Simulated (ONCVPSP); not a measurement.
**rubidium, ONCV: configuration errors across variants**

- Element: rubidium (Rb)
- Generator: ONCVPSP 4.0.1
- Type: optimised norm-conserving Vanderbilt (ONCV)
- Functional: PBE
- Relativity: scalar-relativistic
- Frozen core: [Ar] 3d10
- Valence charge: 9
- Reference configuration: 4s2 4p6 5s0.75 (charge +0.25)
- Partial waves: 4s+5s: rc 2.20 bohr, ncon 4, nbas 8, qcut 5.4 1/bohr, 2 projectors; 4p: rc 1.50 bohr, ncon 4, nbas 7, qcut 4.6 1/bohr, 2 projectors, debl 3.7 Ha; d scattering state at 0.4 Ha: rc 1.50 bohr, ncon 3, nbas 7, qcut 5.4 1/bohr, local
- Local potential: the d channel
- Core correction: Teter function, fcfact 4.5, rcfact 1.45

All-electron excitation energies from the reference (eV): (1) 4s2 4p6 5s1 -0.671; (2) 4s2 4p6 5s0 3.482; (3) 4s2 4p6 5s0.5 0.907; (4) 4s2 4p6 4d0.5 5s0.5 0.445.

A true bound ghost makes a file unfit for plane-wave use even where its test errors are small: the radial tests pick states by their node count and pass the ghost by.

Errors AE − PS in meV (a dash: test not solved or not reliable):

```csv
change,(1),(2),(3),(4),bound ghosts,GHOST(+) flags above zero
base,0.0,-0.3,0.0,-0.4,none,none
s: qcut 4.1; p: qcut 3.5; d: qcut 4.1,0.0,-0.3,0.0,-0.5,none,none
s: qcut 4.6; p: qcut 3.9; d: qcut 4.6,0.0,-0.3,0.0,-0.5,none,none
s: qcut 5.2; p: qcut 4.4; d: qcut 5.2,0.0,-0.3,0.0,-0.4,none,none
s: qcut 5.9; p: qcut 5.1; d: qcut 5.9,0.0,-0.2,0.0,-0.4,none,none
s: qcut 6.7; p: qcut 5.7; d: qcut 6.7,0.0,-0.2,0.0,-0.3,s,none
s: qcut 7.2; p: qcut 6.1; d: qcut 7.2,0.0,-0.2,0.0,-0.3,none,s
s: qcut 7.9; p: qcut 6.7; d: qcut 7.9,0.0,-0.2,0.0,-0.3,none,none
```

(1) Give the same row for: s: qcut 3.7; p: qcut 3.1; d: qcut 3.7.

Answers

(1) 0.0, -0.4, -0.1, -0.6; bound ghosts: none; GHOST(+) flags above zero: none.
